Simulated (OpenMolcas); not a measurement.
Pt6+: moving or changing the point charges

Pt6+ among 4 point charges of -2 e arranged as a square (D4h), 1.97 Å from the ion.

```json
{
 "Program": "OpenMolcas 26.06",
 "Method": "CASSCF",
 "Basis": "ANO-RCC-VDZP [7s6p4d2f]",
 "Scalar Hamiltonian": "DKH2, point nucleus",
 "Active space": "4 electrons in 5 orbitals (5d)",
 "State averaging": "2S+1 = 5 even, 5 roots; 2S+1 = 3 even, 45 roots; 2S+1 = 1 even, 50 roots",
 "Spin-orbit coupling": "state interaction with AMFI integrals over the reference wave functions"
}
```

Runs around this geometry, states (labels of D4, the rotations of D4h). Energies in cm-1 above the lowest state or level, χT in cm3 K/mol.

```csv
R (Å),q (e),Ground state,First state of that spin,First gap with spin-orbit (degeneracies),χT at 300 K,First state of another spin
1.97,-1.6,5B1,5B2 5115,"3852 (1, 1)",0.066,3E 22684
1.84,-2,5B1,5B2 8748,"3031 (1, 1)",0.105,3A2 21529
1.97,-2,5B1,5B2 6316,"3410 (1, 1)",0.082,3E 22418
2.16,-2,5B1,5B2 4052,"3995 (1, 1)",0.061,3E 22632
```

Taking the first state of the same spin as R^-n, n = -ln(4052 / 8748) / ln(2.16 / 1.84) = 4.8 between the shortest and longest distance.

Scaling the charges by -1.6 / -2 = 0.80 scales the first state of the same spin by 5115 / 6316 = 0.81; with fixed orbitals a first-order splitting would follow the charge.

Without dynamic correlation the repulsion within the d shell is too large (B by tens of per cent), so at a given field states of lower spin stand too high. Point charges give a weaker field than real ligands, and real ions of this kind are as a rule low spin; the high spin found here belongs to the model. Spin-orbit coupling mixes the spin-free states strongly: the lowest level takes only 36 % from its leading state, 5B1 (figures for R = 1.97, q = -1.6; the like holds for R = 1.84, q = -2, R = 1.97, q = -2, R = 2.16, q = -2). Point charges carry no covalency, so the field is a model and not that of real ligands. No measured value stands beside these numbers.
